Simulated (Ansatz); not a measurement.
CH₅FSSiSn, SMILES `F[SiH2][SnH]1[CH2][S]1`. Charge 0, multiplicity 1. Correlated methods include outer-core shells of Sn, which these sets cover unevenly. Sn takes the def2 core potential.

```xyz
10

F     0.325    2.328   -2.037
Si    0.779    0.849   -1.615
Sn   -0.932   -0.215   -0.065
C    -0.293   -0.583    1.935
S     0.227   -2.045    0.982
H     0.944    0.057   -2.857
H     2.053    0.938   -0.864
H    -2.539   -0.595   -0.453
H     0.516    0.032    2.316
H    -1.081   -0.766    2.658
```

(1) Give the diagnostics of a CCSD(T)/def2-TZVPP run (frozen core, the Gaussian-basis code of Ansatz). (Estimate.)

## Answers

(1) Ansatz gave: T1 = 0.0143, largest single amplitude 0.043, largest double 0.058, (T) share of the correlation energy 3.8 %, 10 CCSD cycles. The RHF solution is stable towards an unrestricted one. T1 lies under the customary mark of 0.02 for closed shells.
